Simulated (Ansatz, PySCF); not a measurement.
Breaking a bond: LiNa, singlet.

Computed with: UHF/cc-pVDZ (Ansatz, a quantum-chemistry and plane-wave program); RHF/cc-pVDZ (Ansatz); UKS-PBE0 = unrestricted PBE0/cc-pVDZ (Ansatz); RKS-PBE0 = restricted PBE0/cc-pVDZ run with Ansatz; UKS-BLYP = unrestricted BLYP/cc-pVDZ (Ansatz); RKS-BLYP = restricted BLYP/cc-pVDZ (Ansatz); UKS-PBE = unrestricted PBE/cc-pVDZ run with Ansatz; RKS-PBE = restricted PBE/cc-pVDZ (Ansatz); UKS-B3LYP/6-31G* = unrestricted B3LYP/6-31G*, spherical d in PySCF 2.14.0; RKS-B3LYP/6-31G* = restricted B3LYP/6-31G*, spherical d (PySCF 2.14.0); UKS-M06-2X/6-31G* = unrestricted M06-2X/6-31G*, spherical d (PySCF); RKS-M06-2X/6-31G* = restricted M06-2X/6-31G*, spherical d run with PySCF; UKS-B3LYP/3-21G = PySCF with unrestricted B3LYP/3-21G; RKS-B3LYP/3-21G = restricted B3LYP/3-21G in PySCF 2.14.0.

Scanned distances (Å): 2.33, 2.48, 2.63, 2.75, 2.83, 2.93, 2.99, 3.07, 3.26, 3.40, 3.65, 3.91, 4.36, 4.85, 5.34, 5.82, 6.39, 7.18, 7.83, 8.89.

Task: Where does the unrestricted solution first break spin symmetry (<S²> of 0.01 or more)?

Result: UHF: already at 2.33 Å; UKS-PBE0: between 3.40 and 3.65 Å; UKS-BLYP: between 3.91 and 4.36 Å; UKS-PBE: between 3.65 and 3.91 Å; UKS-B3LYP/6-31G*: between 3.65 and 3.91 Å; UKS-M06-2X/6-31G*: between 2.33 and 2.48 Å; UKS-B3LYP/3-21G: between 3.91 and 4.36 Å.

| R / Å | <S²> UHF | E(RHF) − E(UHF) / kcal/mol | <S²> UKS-PBE0 | E(RKS-PBE0) − E(UKS-PBE0) / kcal/mol | <S²> UKS-BLYP | E(RKS-BLYP) − E(UKS-BLYP) / kcal/mol | <S²> UKS-PBE | E(RKS-PBE) − E(UKS-PBE) / kcal/mol | <S²> UKS-B3LYP/6-31G* | E(RKS-B3LYP/6-31G*) − E(UKS-B3LYP/6-31G*) / kcal/mol | <S²> UKS-M06-2X/6-31G* | E(RKS-M06-2X/6-31G*) − E(UKS-M06-2X/6-31G*) / kcal/mol | <S²> UKS-B3LYP/3-21G | E(RKS-B3LYP/3-21G) − E(UKS-B3LYP/3-21G) / kcal/mol |
|---|---|---|---|---|---|---|---|---|---|---|---|---|---|---|
| 2.33 | 0.35 | 1.0 | 0.00 | 0.0 | 0.00 | 0.0 | 0.00 | 0.0 | 0.00 | 0.0 | 0.00 | 0.0 | 0.00 | 0.0 |
| 2.48 | 0.29 | 0.7 | 0.00 | 0.0 | 0.00 | 0.0 | 0.00 | 0.0 | 0.00 | 0.0 | 0.01 | 0.0 | 0.00 | 0.0 |
| 2.63 | 0.24 | 0.4 | 0.00 | 0.0 | 0.00 | 0.0 | 0.00 | 0.0 | 0.00 | 0.0 | 0.02 | 0.0 | 0.00 | 0.0 |
| 2.75 | 0.28 | 0.6 | 0.00 | 0.0 | 0.00 | 0.0 | 0.00 | 0.0 | 0.00 | 0.0 | 0.03 | 0.0 | 0.00 | 0.0 |
| 2.83 | 0.32 | 0.8 | 0.00 | 0.0 | 0.00 | 0.0 | 0.00 | 0.0 | 0.00 | 0.0 | 0.04 | 0.1 | 0.00 | 0.0 |
| 2.93 | 0.37 | 1.1 | 0.00 | 0.0 | 0.00 | 0.0 | 0.00 | 0.0 | 0.00 | 0.0 | 0.06 | 0.1 | 0.00 | 0.0 |
| 2.99 | 0.40 | 1.3 | 0.00 | 0.0 | 0.00 | 0.0 | 0.00 | 0.0 | 0.00 | 0.0 | 0.07 | 0.1 | 0.00 | 0.0 |
| 3.07 | 0.44 | 1.7 | 0.00 | 0.0 | 0.00 | 0.0 | 0.00 | 0.0 | 0.00 | 0.0 | 0.08 | 0.2 | 0.00 | 0.0 |
| 3.26 | 0.53 | 2.7 | 0.00 | 0.0 | 0.00 | 0.0 | 0.00 | 0.0 | 0.00 | 0.0 | 0.13 | 0.4 | 0.00 | 0.0 |
| 3.40 | 0.59 | 3.6 | 0.00 | 0.0 | 0.00 | 0.0 | 0.00 | 0.0 | 0.00 | 0.0 | 0.17 | 0.6 | 0.00 | 0.0 |
| 3.65 | 0.69 | 5.5 | 0.16 | 0.1 | 0.00 | 0.0 | 0.00 | 0.0 | 0.00 | 0.0 | 0.24 | 1.1 | 0.00 | 0.0 |
| 3.91 | 0.77 | 7.9 | 0.33 | 0.6 | 0.00 | 0.0 | 0.15 | 0.1 | 0.01 | 0.0 | 0.31 | 1.8 | 0.00 | 0.0 |
| 4.36 | 0.87 | 12.7 | 0.58 | 2.1 | 0.10 | 0.0 | 0.41 | 0.8 | 0.46 | 0.8 | 0.43 | 3.5 | 0.39 | 0.5 |
| 4.85 | 0.93 | 18.0 | 0.78 | 4.5 | 0.55 | 0.7 | 0.65 | 2.0 | 0.73 | 2.7 | 0.54 | 5.9 | 0.70 | 2.1 |
| 5.34 | 0.97 | 23.2 | 0.89 | 7.2 | 0.80 | 2.0 | 0.83 | 3.7 | 0.88 | 5.0 | 0.62 | 8.4 | 0.86 | 4.3 |
| 5.82 | 0.98 | 27.8 | 0.95 | 9.8 | 0.91 | 3.4 | 0.93 | 5.4 | 0.94 | 7.2 | 0.67 | 10.6 | 0.94 | 6.4 |
| 6.39 | 0.99 | 32.6 | 0.98 | 12.6 | 0.97 | 4.9 | 0.98 | 7.3 | 0.98 | 9.4 | 0.72 | 12.9 | 0.97 | 8.6 |
| 7.18 | 1.00 | 38.0 | 1.00 | 15.6 | 0.99 | 6.4 | 0.99 | 9.2 | 0.99 | 11.8 | 1.00 | 15.5 | 0.99 | 10.9 |
| 7.83 | 1.00 | 41.5 | 1.00 | 17.3 | 1.00 | 7.1 | 1.00 | 10.2 | 1.00 | 13.1 | 1.00 | 17.8 | 1.00 | 12.2 |
| 8.89 | 1.00 | 45.9 | 1.00 | 19.0 | 1.00 | 7.8 | 1.00 | 11.1 | 1.00 | 14.5 | 1.00 | 20.4 | 1.00 | 13.6 |
